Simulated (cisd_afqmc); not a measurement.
Input (AFQMC/CISD/cc-pV(D+d)Z; cisd_afqmc is a phaseless AFQMC code with CISD trial states that reads the integrals written by Ansatz): A basis named .json is the Basis Set Exchange file of that set.

Ansatz 0.2 input:
```python
import cisd_afqmc

open("ham.yaml", "w").write("""\
crystal:
  periodic: [false, false, false]
  atoms:
    - {symbol: S, position_ang: [-0.00000000, -0.00000000, -0.57933392]}
    - {symbol: F, position_ang: [0.00000000, 0.00000000, 1.02992697]}
basis:
  gaussian:
    orbitals: cc-pV_D+d_Z.json
magnetization: {spin_polarized: true, initial_magnetization: 1}
correlation: {method: ccsd, electrons: outside_noble_gas, hamiltonian_folder: ham}
""")
rep = cisd_afqmc.ansatz("ham.yaml")
e_ccsd = rep["correlation"]["coupled_cluster"]["energy"]["hartree"]
out = cisd_afqmc.run("ham", e_ccsd, trial="CISD", walkers=200, populations=8, threads=8, dt=0.005, steps=40, early=24, settle=10, least=32,
    cut=5e-5, rank_cut=2e-4, target=0.0004, seconds=1500, seed=1, memory=17280, gpu=False)
```

Output:

```
orbitals 31, occupied [7, 6], factors 174 of 357, rank of the doubles 172 of 318
E(HF) = -496.911873
E(CCSD) on the cut factors = -497.225683, shift to the whole factors -0.000001
Energy of the trial state on the determinant = -497.225618
  tau behind 7.2 of longer steps, mean of the populations' last blocks
   2.0  -497.23349
   4.0  -497.23360
   6.0  -497.23299
   8.0  -497.23348
blocks 310 (1 outliers left out), error by blocks joined: 1: 0.00017, 2: 0.00019, 4: 0.00022, 8: 0.00025, 16: 0.00029
E(AFQMC/CISD) = -497.23318 +/- 0.00029
```
